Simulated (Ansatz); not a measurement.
A run for Ansatz (a quantum-chemistry and plane-wave program): R-B3LYP/def2-TZVPP on BH3Se2 (SMILES [SeH]B[SeH]), a point of a torsion scan.

Ansatz 0.2 input:
```yaml
crystal:
  periodic: [false, false, false]
  atoms:
    - {symbol: Se, position_ang: [-1.93164709, -0.21648942, -0.63158641]}
    - {symbol: B, position_ang: [-0.32326402, 0.95075755, -0.61812656]}
    - {symbol: Se, position_ang: [-0.44476059, 2.68562592, 0.07277058]}
    - {symbol: H, position_ang: [-1.68917476, -0.78577087, 0.66552574]}
    - {symbol: H, position_ang: [0.67524274, 0.54061010, -1.06597755]}
    - {symbol: H, position_ang: [0.92595434, 3.10194087, -0.13361822]}
basis:
  gaussian:
    orbitals: def2-TZVPP
hamiltonian:
  xc: {name: B3LYP}
scf: {lower_state_search: off}
```

It printed:

```
WARN ansatz: RAYON_NUM_THREADS=1 ignored (pool sized by the plan → 1); use --threads N
Functional definition: B3LYP
these checks for a lower state are left out or cut short: stability, starts, cluster_reference, orbital_swaps, neighbouring_geometries, increment
integrals: 0.09 GiB planned
1164 factors; their error is unknown
mean field: 0.86 GiB planned
mean field evaluation 1: about -131424.6722 eV, gradient 2.7e1 eV
mean field evaluation 2: about -131422.8560 eV, gradient 3.5e1 eV
mean field evaluation 4: about -131426.7255 eV, gradient 8.9e-1 eV
mean field evaluation 8: about -131427.3777 eV, gradient 1.5e-1 eV
mean field evaluation 16: about -131427.3778 eV, gradient 3.4e-6 eV
mean field -131427.37779011 eV, -4829.8670491103 hartree, gradient 3.4e-6 eV, S^2 0.000000; 0 other end points of the search recorded, 0 dependent functions left out
reference -131427.37802889 eV, -4829.8670578854 hartree; 38, 38 occupied and 131, 131 virtual orbitals, 1164 factors
Total energy: -131427.37802889 eV, -4829.8670578854 hartree
Checks for a lower state left out: stability, starts, cluster_reference, orbital_swaps, neighbouring_geometries, increment
```

Self-consistency was reached.

Cost: about 5 core-seconds (a rough figure).
